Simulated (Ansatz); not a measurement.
C6H16OSn⁻, that is SnMe3(OiPr) with one electron more. Charge -1, multiplicity 2. Geometry r2SCAN-D4/def2-SVP, that of the neutral singlet; atoms count from 1.

```tsv
atom	x (Å)	y (Å)	z (Å)
Sn1	-0.175	-1.114	-0.641
C2	1.959	-1.437	-0.581
H3	2.498	-0.509	-0.824
H4	2.242	-2.210	-1.311
H5	2.258	-1.771	0.423
C6	-1.329	-2.836	-0.080
H7	-1.284	-3.612	-0.859
H8	-2.377	-2.535	0.066
H9	-0.944	-3.250	0.863
C10	-0.854	-0.250	-2.500
H11	-1.770	0.329	-2.309
H12	-1.081	-1.042	-3.230
H13	-0.092	0.419	-2.923
O14	-0.614	0.167	0.849
C15	0.258	1.219	1.204
C16	-0.271	1.830	2.495
C17	0.367	2.261	0.092
H18	1.282	0.827	1.406
H19	-1.282	2.236	2.326
H20	0.382	2.641	2.856
H21	-0.342	1.057	3.275
H22	0.789	1.821	-0.828
H23	-0.634	2.656	-0.151
H24	1.016	3.103	0.384
```

In the def2 sets Sn takes a core potential; there is no spin–orbit coupling. The highest occupied level of the charge -1 doublet lies above zero (up to 2.69 eV). By energy differences it is unbound by 1.44 eV (vertical, to the charge 0 singlet, at PBE0-D4/def2-TZVP) and held by the finite basis.

Estimate the Mulliken populations from the PBE0/def2-TZVP orbitals of Ansatz.


| atom | charge (e) | spin (α − β) |
| --- | --- | --- |
| Sn1 | 0.46 | 0.74 |
| C2 | -0.15 | -0.50 |
| H3 | -0.07 | 0.19 |
| H4 | -0.06 | 0.21 |
| H5 | -0.08 | 0.21 |
| C6 | -0.17 | -0.47 |
| H7 | -0.02 | 0.16 |
| H8 | 0.03 | 0.10 |
| H9 | 0.02 | 0.10 |
| C10 | -0.24 | -0.41 |
| H11 | -0.04 | 0.17 |
| H12 | -0.04 | 0.18 |
| H13 | -0.02 | 0.14 |
| O14 | -0.55 | -0.01 |
| C15 | 0.11 | 0.02 |
| C16 | -0.28 | -0.04 |
| C17 | -0.26 | -0.09 |
| H18 | -0.03 | 0.07 |
| H19 | 0.08 | 0.01 |
| H20 | 0.05 | 0.03 |
| H21 | 0.09 | 0.02 |
| H22 | 0.05 | 0.08 |
| H23 | 0.05 | 0.04 |
| H24 | 0.04 | 0.04 |
Mulliken values and Mayer orders depend strongly on the basis.

Where does the spin sit?

Summed by element: Sn 0.74, C -1.49, H 1.75, O -0.01, of 1 unpaired in all. Largest on single atoms: Sn1 0.74, C2 -0.50, C6 -0.47.

And the Mayer bond orders between bonded heavy atoms (over 0.3)?

Sn1–O14 0.71 (2.01 Å); O14–C15 1.09 (1.41 Å); C15–C16 0.97 (1.52 Å); C15–C17 0.99 (1.53 Å). Values over 0.3 also appear between atoms too far apart for a bond (C2–C6 0.52 at 3.61 Å; C2–C10 0.45 at 3.61 Å; C6–C10 0.44 at 3.57 Å); they arise where an orbital or an unpaired electron spreads over both atoms.
